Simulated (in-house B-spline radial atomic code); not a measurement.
Inner levels of molybdenum as electrons are removed. A shift is the extra binding of the orbital against the neutral atom ([Kr] 4d5 5s1). The density at the nucleus is averaged over the nuclear charge. Computed with a radial B-spline atomic code at the basis-set limit: Dirac-Hartree-Fock, average of the configuration, finite nuclei.

| ion | configuration | shift of 1s1/2 (eV) | radius of 1s1/2 (bohr) | Σ<r²> (bohr²) | change of density at nucleus (bohr⁻³) |
| --- | --- | --- | --- | --- | --- |
| Mo13+ | [Ar] 3d10 4s1 | 284.02 | 0.035153 | 4.8598 | -33.903 |
| Mo14+ | [Ar] 3d10 | 317.12 | 0.035153 | 3.786 | -201.68 |
| Mo15+ | [Ar] 3d9 | 379.21 | 0.035153 | 3.4811 | -162.74 |
| Mo16+ | [Ar] 3d8 | 443.77 | 0.035154 | 3.1983 | -121.34 |
| Mo17+ | [Ar] 3d7 | 510.78 | 0.035155 | 2.9353 | -77.484 |
| Mo18+ | [Ar] 3d6 | 580.22 | 0.035156 | 2.6901 | -31.169 |
| Mo19+ | [Ar] 3d5 | ? | ? | ? | ? |
| Mo20+ | [Ar] 3d4 | 726.38 | 0.035158 | 2.2466 | 68.832 |
| Mo21+ | [Ar] 3d3 | ? | ? | ? | ? |
| Mo22+ | [Ar] 3d2 | 882.18 | 0.03516 | 1.8568 | 178.67 |
| Mo23+ | [Ar] 3d1 | 963.68 | 0.035161 | 1.6792 | 237.3 |
| Mo24+ | [Ne] 3s2 3p6 | 1047.57 | 0.035162 | 1.512 | 298.39 |
| Mo25+ | [Ne] 3s2 3p5 | 1135.94 | 0.035157 | 1.3254 | 364.87 |
| Mo26+ | [Ne] 3s2 3p4 | 1226.17 | 0.035152 | 1.1459 | 433.17 |
| Mo27+ | [Ne] 3s2 3p3 | 1318.26 | 0.035146 | 0.973 | 503.28 |
| Mo28+ | [Ne] 3s2 3p2 | 1412.19 | 0.035141 | 0.80645 | 575.21 |
| Mo29+ | [Ne] 3s2 3p1 | 1507.98 | 0.035135 | 0.64595 | 648.96 |
| Mo30+ | [Ne] 3s2 | 1605.6 | 0.035129 | 0.49121 | 724.53 |
| Mo31+ | [Ne] 3s1 | ? | ? | ? | ? |
| Mo32+ | [He] 2s2 2p6 | 1794.24 | 0.035124 | 0.18067 | -1373.21 |
| Mo33+ | [He] 2s2 2p5 | 2030.41 | 0.035093 | 0.15669 | -1167.5 |
| Mo34+ | [He] 2s2 2p4 | 2270.98 | 0.035061 | 0.13375 | -957.43 |
| Mo35+ | [He] 2s2 2p3 | 2515.94 | 0.035027 | 0.11181 | -743 |
| Mo36+ | [He] 2s2 2p2 | 2765.28 | 0.034992 | 0.090812 | -524.25 |
| Mo37+ | [He] 2s2 2p1 | 3018.99 | 0.034957 | 0.070707 | -301.18 |
| Mo38+ | [He] 2s2 | 3277.06 | 0.03492 | 0.05145 | -73.823 |
| Mo39+ | [He] 2s1 | 3504.25 | 0.034915 | 0.02702 | -4850.23 |
| Mo40+ | 1s2 | 3734.24 | 0.034895 | 0.0032776 | -9780.61 |
| Mo41+ | 1s1 | 4469.87 | 0.034569 | 0.0016066 | -48302 |

Problem. Fill in the row of Mo19+.

Solution. shift of 1s1/2 (eV): 652.09; radius of 1s1/2 (bohr): 0.035157; Σ<r²> (bohr²): 2.461; change of density at nucleus (bohr⁻³): 17.604.

Problem. Fill in the row of Mo21+.

Solution. shift of 1s1/2 (eV): 803.08; radius of 1s1/2 (bohr): 0.035159; Σ<r²> (bohr²): 2.0456; change of density at nucleus (bohr⁻³): 122.52.

Problem. Fill in the row of Mo31+.

Solution. shift of 1s1/2 (eV): 1699.18; radius of 1s1/2 (bohr): 0.035126; Σ<r²> (bohr²): 0.33358; change of density at nucleus (bohr⁻³): -304.47.
